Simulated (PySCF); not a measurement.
A side-by-side comparison of computed properties.

First species: C6H6ClN.
SMILES: `Nc1ccccc1Cl`

Second species: C₆H₆ClN.
InChI=1S/C6H6ClN/c7-5-2-1-3-6(8)4-5/h1-4H,8H2

Levels: CAM-B3LYP/def2-SVPD for dipole moment, HOMO energy, LUMO energy, HOMO–LUMO gap, static isotropic polarisability and electronic spatial extent ⟨r²⟩ about the centre of nuclear charge; TDDFT CAM-B3LYP/def2-SVPD for lowest singlet excitation; TDA CAM-B3LYP/def2-SVPD for lowest triplet excitation (Tamm–Dancoff); ΔSCF CAM-B3LYP/def2-SVPD for vertical ionisation energy; PBE0-D3(BJ)/def2-SVP for rotational constant A and rotational constant C. Geometries: PBE0-D3(BJ)/def2-SVP. Each species is one conformer at its optimised geometry, gas phase, non-relativistic unless stated. Electronic properties by PySCF.

Dipoles, sizes and rotational constants follow the conformer. The torsions of the flexible species, by atom-mapped SMILES:
- `[NH2:1][c:2]1[cH:3][cH:4][cH:5][cH:6][c:7]1[Cl:8]`: H–N1–C2–C3 22°, H–N1–C2–C3 164°
- `[NH2:1][c:2]1[cH:3][cH:4][cH:5][c:6]([Cl:7])[cH:8]1`: H–N1–C2–C3 21°, H–N1–C2–C3 162°

```
                                                         property    column X    column Y
                                                    dipole moment      3.06 D      1.83 D
                                                      HOMO energy    -7.41 eV    -7.34 eV
                                                      LUMO energy     0.59 eV     0.61 eV
                                                    HOMO–LUMO gap     8.00 eV     7.95 eV
                                        lowest singlet excitation     4.82 eV     4.82 eV
                         lowest triplet excitation (Tamm–Dancoff)     3.82 eV     3.84 eV
                                  static isotropic polarisability     93.5 au     92.5 au
                                       vertical ionisation energy     8.08 eV     8.01 eV
electronic spatial extent ⟨r²⟩ about the centre of nuclear charge  1215 bohr²  1091 bohr²
                                            rotational constant A   3.417 GHz   2.954 GHz
                                            rotational constant C   0.889 GHz   1.014 GHz
```

**Question.** Which column belongs to which species?

**Answer.** Column X is the second species and column Y the first. The first has 14 atoms and 66 electrons, the second 14 and 66.

**Question.** How does each property change from the first species to the second?

**Answer.** dipole moment +1.23 D; HOMO energy -0.07 eV; LUMO energy -0.02 eV; HOMO–LUMO gap +0.05 eV; lowest singlet excitation 0.00 eV; lowest triplet excitation (Tamm–Dancoff) -0.02 eV; static isotropic polarisability +1.0 au; vertical ionisation energy +0.07 eV; electronic spatial extent ⟨r²⟩ about the centre of nuclear charge +124 bohr²; rotational constant A +0.463 GHz; rotational constant C -0.125 GHz.

On the first: The ΔSCF ionisation energy exceeds −ε(HOMO) by 0.67 eV with CAM-B3LYP. No computed singlet falls in the visible range (750 to 380 nm, 1.65 to 3.26 eV); S1 lies 1.56 eV above its blue end.

On the second: The dipole matches unit charges of opposite sign 0.64 Å apart (1 e·Å = 4.8032 D). No computed singlet falls in the visible range (750 to 380 nm, 1.65 to 3.26 eV); S1 lies 1.56 eV above its blue end.
